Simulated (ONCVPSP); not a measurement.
## What one change does to a pseudopotential (Sb (Z = 51), ONCV)

- Element: antimony
- Generator: ONCVPSP 4.0.1
- Type: optimised norm-conserving Vanderbilt (ONCV)
- Functional: PBE
- Relativity: scalar-relativistic
- Frozen core: [Kr] 4d10
- Valence charge: 5
- Reference configuration: 5s2 5p2 (charge +1)
- Partial waves: 5s: rc 2.05 bohr, ncon 3, nbas 6, qcut 2.5 1/bohr, 1 projector; 5p: rc 1.90 bohr, ncon 5, nbas 9, qcut 5.2 1/bohr, 2 projectors, debl 1.4 Ha; d scattering state at 0.29 Ha: rc 2.25 bohr, ncon 4, nbas 7, qcut 4.8 1/bohr, 2 projectors, debl 2.1 Ha
- Local potential: polynomial inside 1.50 bohr (lpopt 5, dvloc0 0 Ha)
- Core correction: none

Change: p: ncon 4, nbas 8.

Cutoffs: the cutoffs (Ha) at which the residual kinetic energy of the hardest occupied pseudo-wave falls to 1 and 0.1 mHa per electron; they do not see the model core or the augmentation charge, which bear on the density cutoff. Errors are all-electron minus pseudo energies relative to the spin-unpolarised reference configuration.

Question: Predict the effect on cutoff, ghosts and configuration errors.

Answer: The potential gets softer (20 Ha and 64 Ha → 20 Ha and 35 Ha); both files keep a bound ghost (p, s); of the 4 tests that both files solve, the error grows in 2 and shrinks in 1 by more than 15 % and 0.3 meV (median size 8.7 → 10.9 meV).

```tsv
quantity	base	changed
cutoff, loose	20 Ha	20 Ha
cutoff, tight	64 Ha	35 Ha
loose cutoff by channel	s 20 Ha, p 14 Ha	s 20 Ha, p 6.3 Ha
bound ghosts	s, p	s, p
GHOST(+) flags under 300 eV	none	none
error for 5s2 5p3, meV [ΔE -8.32 eV]	-0.1	0.0
error for 5s2 5p1, meV [ΔE 15.97 eV]	-6.1	-5.0
error for 5s2 5p0, meV [ΔE 40.38 eV]	+13	+21
error for 5s1 5p4, meV [ΔE -0.21 eV]	+11	+17
s: phases at 2.08 bohr within 0.05 rad from the reference energy up to (Ha; the scan ends near 5)	1.7	1.7
p: phases at 1.93 bohr within 0.05 rad from the reference energy up to (Ha; the scan ends near 5)	to the end of the scan	to the end of the scan
d: phases at 2.28 bohr within 0.05 rad from the reference energy up to (Ha; the scan ends near 5)	4.0	4.0
```

 A true bound ghost makes a file unfit for plane-wave use even where its test errors are small: the radial tests pick states by their node count and pass the ghost by.
